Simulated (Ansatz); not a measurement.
```yaml
crystal:
  periodic: [false, false, false]
  atoms:
    - {symbol: C, position_ang: [-0.741050, 0.180053, 2.011658]}
    - {symbol: O, position_ang: [0.324192, 0.786043, 1.334992]}
    - {symbol: C, position_ang: [1.104388, -0.134110, 0.595648]}
    - {symbol: Si, position_ang: [0.287445, -0.763796, -1.003091]}
    - {symbol: C, position_ang: [-0.362873, 0.676531, -1.999046]}
    - {symbol: H, position_ang: [-1.257530, 0.960098, 2.571709]}
    - {symbol: H, position_ang: [-1.455512, -0.293765, 1.324418]}
    - {symbol: H, position_ang: [-0.385389, -0.587154, 2.714303]}
    - {symbol: H, position_ang: [1.420624, -0.976350, 1.231484]}
    - {symbol: H, position_ang: [2.018060, 0.399271, 0.312891]}
    - {symbol: H, position_ang: [1.334730, -1.514042, -1.754311]}
    - {symbol: H, position_ang: [-0.817575, -1.721115, -0.710522]}
    - {symbol: H, position_ang: [0.449523, 1.350630, -2.280530]}
    - {symbol: H, position_ang: [-0.858501, 0.338158, -2.911357]}
    - {symbol: H, position_ang: [-1.082433, 1.248647, -1.408847]}
basis:
  gaussian: {orbitals: def2-mTZVP, fitting: {mean_field: def2-universal-jkfit}, point_charges: [{charge: 1.00, position_ang: [5.040, 0.591, 0.202]}]}
total_charge: 1
magnetization: {spin_polarized: true, initial_magnetization: 1}
hamiltonian: {xc: {name: CCSD(T)}, dispersion: d3bj}
scf: {lower_state_search: full}
output: {forces: true}
```

```sh
$ ansatz run in.yaml --threads 4 --pin off --events-out ev --progress --plain --max-ram 10444MiB
```

It prints (some lines left out):

```
Error: YAML parse error: error: line 23 column 19: hamiltonian.xc: no functional is named "CCSD(T)"; the names, which are not case-sensitive, are SVWN5, SPW92, PBE, PBE0, PBEsol, revPBE, revPBE0, RPBE, rPW86-PBE, HSE06, wPBEh, LC-wPBE, HISS, HF, BLYP, B3LYP, B3LYP5, BHLYP, CAM-B3LYP, r2SCAN, r2SCANh, r2SCAN0, r2SCAN50, m-r2SCAN, B97, wB97, wB97X, wB97X-V, B97M-V, wB97M-V, B2PLYP, B2GP-PLYP, PBE0-DH, PBE-QIDH
21 | total_charge: 1
22 | magnetization: {spin_polarized: true, initial_magnetization: 1}
23 | hamiltonian: {xc: {name: CCSD(T)}, dispersion: d3bj}
24 | scf: {lower_state_search: full}
25 | output: {forces: true}
```

(1) What is wrong with this run?

## Answers

(1) The method's name isn't one that the program takes here. The input was rejected before any iteration.

HSE06 is defined as in plane-wave codes.
